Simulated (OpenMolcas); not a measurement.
## Te I: from CASSCF to CASPT2

```
Program             : OpenMolcas
Basis               : ANO-RCC-VQZP [8s7p5d3f2g]
Scalar Hamiltonian  : DKH2, point nucleus
Active space        : 6 electrons in 8 orbitals (5s 5p 6s 6p)
State averaging     : 2S+1 = 3 even, 3 roots; 2S+1 = 1 even, 6 roots; 2S+1 = 3 odd, 3 roots (0 in the spin-orbit step)
Spin-orbit coupling : RASSI with atomic mean-field integrals over the reference wave functions, term energies averaged over their components
```

Methods on the same reference wave functions:
A. CASSCF
B. SS-CASPT2, IPEA 0.25 Eh, imaginary shift 0.1 Eh (closed shells correlated: 4d)

Energies in cm⁻¹ above 5s² 5p⁴ ³P₂, the measured ground level; measured values from NIST Handbook of Basic Atomic Spectroscopic Data.

```
      Level      A      B  Measured
5s² 5p⁴ ³P₂    0.0    0.0       0.0
5s² 5p⁴ ³P₁   4104   4190      4751
5s² 5p⁴ ³P₀   4216   4510      4706
5s² 5p⁴ ¹D₂  12150  10650     10558
5s² 5p⁴ ¹S₀  21498  23780     23198
```

Deviations, from unrounded energies. A percentage is the sum of absolute deviations over the sum of measured energies, with the sign that they share, or ± where signs differ.

```csv
Against measurement,Levels,A,B
mean absolute deviation (cm-1),4,1100,360
fine structure of the ground term (%),2,-12.0,-8.0
other terms of the ground configuration (%),2,±9.8,+2.0
```

B lies closest to measurement on these levels. The largest miss of B in the table is 5s² 5p⁴ ¹S₀, by +580 cm-1. The ranking rests on the paired levels alone, and a cruder setting can come out closer through cancelling errors.

From A to B the spin-free energies of the other terms of 5s² 5p⁴ shown, above ³P, scale by factors of 0.82 to 1.14.

The lowest spin-free term lies below A's lowest term by 0.574 hartree in B.

CASPT2 breaks the degeneracy within a term, and the mean is taken; among the terms shown or strongly mixed into the levels shown the widest spread is 75 cm-1 (5s² 5p⁴ ¹D, B). Some high roots are left out of the spin-orbit mixing, which shifts the levels that they would mix with. Active for correlation alone: 6p 6s; no level in the range computed is led by a configuration that fills them, so any true level of that kind is missing. Computed and measured levels are paired by configuration, term and J; levels that our copy of the source lacks, or whose pairing is in doubt (as where it misses far off the trend of its configuration), stay unpaired and out of the deviations. Levels of configurations outside the active space are missing.
